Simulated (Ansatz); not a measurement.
Tetramethylammonium triflate, `C[N+](C)(C)C.O=S(=O)([O-])C(F)(F)F`. Total charge 0; singlet. Geometry PBE-D4/def2-SVP, basis def2-TZVP, Ansatz.

| run | HOMO (eV) | LUMO (eV) |
| --- | --- | --- |
| A | -5.61 | -0.74 |
| B | -5.24 | -1.26 |
| C | -6.90 | -0.42 |
| D | -8.55 | 0.25 |
| E | -5.14 | -1.21 |

Task: The runs used BHLYP, BLYP, PBE, PBE0, r2SCAN. Estimate which is which.

Result: A r2SCAN (0 % exact exchange); B PBE (0 % exact exchange); C PBE0 (25 % exact exchange); D BHLYP (50 % exact exchange); E BLYP (0 % exact exchange). Exact exchange lowers occupied and raises empty levels; among semilocal functionals meta-GGAs tend to open the gap a little, and such runs are hard to tell apart. The gap grows from 3.93 eV (BLYP) to 8.80 eV (BHLYP).
